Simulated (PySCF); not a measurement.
Start geometry of 4-fluorobenzoic acid, `O=C(O)c1ccc(F)cc1` from GFN2-xTB (Å):
```
atom  x, y, z in Å
O1     2.5441   -1.5385   -0.1429
C2     2.0530   -0.4426   -0.2476
O3     2.8022    0.6616   -0.3901
C4     0.5979   -0.1699   -0.2343
C5    -0.2749   -1.2474   -0.0885
C6    -1.6393   -1.0409   -0.0700
C7    -2.1143    0.2537   -0.2008
F8    -3.4428    0.4641   -0.1852
C9    -1.2680    1.3403   -0.3472
C10    0.0959    1.1233   -0.3629
H11    3.7416    0.4195   -0.3912
H12    0.1384   -2.2393    0.0097
H13   -2.3336   -1.8581    0.0431
H14   -1.6823    2.3311   -0.4457
H15    0.7778    1.9510   -0.4740
```

**Question.** What comes out of this run: PBE0-D3(BJ)/def2-SVP geometry optimisation, gas phase (PySCF 2.14.0)?

**Answer.** 
```
atom  x, y, z in Å
O1     2.5370   -1.5179    0.1720
C2     2.0545   -0.4227    0.0259
O3     2.7974    0.6935    0.0126
C4     0.6064   -0.1586   -0.1538
C5    -0.2651   -1.2538   -0.1582
C6    -1.6309   -1.0671   -0.3238
C7    -2.1119    0.2291   -0.4848
F8    -3.4171    0.4161   -0.6440
C9    -1.2672    1.3346   -0.4842
C10    0.0983    1.1354   -0.3175
H11    3.7151    0.4084    0.1365
H12    0.1560   -2.2527   -0.0286
H13   -2.3320   -1.9033   -0.3313
H14   -1.6918    2.3315   -0.6140
H15    0.7820    1.9854   -0.3132
```

The energy falls by 3.5 kJ/mol over 9 energy and gradient evaluations, the largest force component goes from 0.0179 to 2.4e-04 Eh/bohr, and the atoms move by 0.019 Å rms after alignment. The bond that changes most is C7–F8 (aromatic C–F carbon to aryl fluorine), which shortens by 0.017 Å. Bonds longer at the end by more than 0.005 Å: 10 of 15; shorter: 1. Among the angles that change most is C2–O3–H11, from 109.6° to 106.2°. Rotational constants go from 3902, 779.3, 649.6 to 3882, 776.4, 647.0 MHz. The orientation of the end geometry is arbitrary; only internal coordinates are fixed.

The run used 165 basis functions and 70 SCF cycles in all. Hardware: Intel Xeon Platinum 8488C, one thread, no GPU, shared host with 192 logical CPUs at a one-minute load of 82. Cost: 2.2 min, 0.78 GiB resident at most.

Not checked by PBE0-D3(BJ)/def2-SVP frequencies. One conformer, not necessarily the lowest.
